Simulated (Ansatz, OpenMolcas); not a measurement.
How basis sets differ on GaH3S (SMILES [SH][GaH2])

GaH3S: 5 atoms, total charge 0, spin state singlet. SMILES: `[SH][GaH2]`. The coordinates come from a PBE0-D4/def2-TZVP relaxation.

Quantity: the HOMO–LUMO gap, in eV. The values are calculated.

| level | kind | program | value (eV) | CPU time |
| --- | --- | --- | --- | --- |
| HF/ANO-S-MB | Hartree–Fock | OpenMolcas | 11.16 | 7 s |
| HF/STO-3G | Hartree–Fock | Ansatz | 12.05 | 0.65 s |
| HF/3-21G | Hartree–Fock | Ansatz | 11.54 | 0.42 s |
| HF/6-31G* (spherical functions) | Hartree–Fock | Ansatz | 11.47 | 2.5 s |
| HF/def2-SVP | Hartree–Fock | Ansatz | 11.69 | 1.9 s |

All-electron rows without a relativistic Hamiltonian named are non-relativistic. The values span 11.16 to 12.05 eV. A Hartree–Fock LUMO above zero doesn't converge with the basis: it sinks as sets grow more diffuse. Orbital gaps aren't excitation energies. CPU times are rough (shared hosts, several kinds of processor): they show what a rung costs within a factor of a few.
